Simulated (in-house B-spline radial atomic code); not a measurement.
Successive ionisation energies of holmium; each step leads to the configuration of the next row (after the last: bare). Dirac energy differences include first-order Breit, QED and recoil terms. NIST's values go from ground level to ground level; the uncertainty of those that are theory runs from under 0.1 % in few-electron ions to several per cent in heavy many-electron ones. Computed with a radial B-spline atomic code at the basis-set limit: Dirac-Hartree-Fock, jj configuration that fills j = l - 1/2 first, finite nuclei.

A number in brackets counts the electrons of a j subshell.

```csv
ion,configuration,ionisation energy (eV),tabulated value (eV),tabulated kind,computed minus tabulated (eV),highest orbital,largest mean radius (bohr)
Ho58+,[He] 2s2 2p1/2(2) 2p3/2(3),12799.6,12790,tabulated theory,10,2p3/2,0.085514
Ho59+,[He] 2s2 2p1/2(2) 2p3/2(2),13106.7,13116,tabulated theory,-9,2p3/2,0.085119
Ho60+,[He] 2s2 2p1/2(2) 2p3/2(1),?,?,tabulated theory,?,?,?
Ho61+,[He] 2s2 2p1/2(2),14638.2,14639,tabulated theory,-1,2p1/2,0.084338
Ho62+,[He] 2s2 2p1/2(1),14997.9,14998,tabulated theory,0,2p1/2,0.083908
Ho63+,[He] 2s2,15447.8,15448,tabulated theory,0,2s1/2,0.083481
Ho64+,[He] 2s1,15745.4,15745.77,tabulated theory,0,2s1/2,0.083094
Ho65+,1s2,?,?,tabulated theory,?,?,?
Ho66+,1s1,65136.8,65137.13,tabulated theory,0,1s1/2,0.020487
```

Question: Fill in the row of Ho60+.

Answer: ionisation energy (eV): 13417.0; tabulated value (eV): 13417; computed minus tabulated (eV): 0; highest orbital: 2p3/2; largest mean radius (bohr): 0.084727.

Question: Fill in the row of Ho65+.

Answer: ionisation energy (eV): 63768.4; tabulated value (eV): 63772.42; computed minus tabulated (eV): -4; highest orbital: 1s1/2; largest mean radius (bohr): 0.020618.

Question: Where is the largest jump?

Answer: From Ho64+ to Ho65+, by a factor of 4.05 (15745 to 63768 eV); the highest orbital goes from 2s1/2 to 1s1/2.
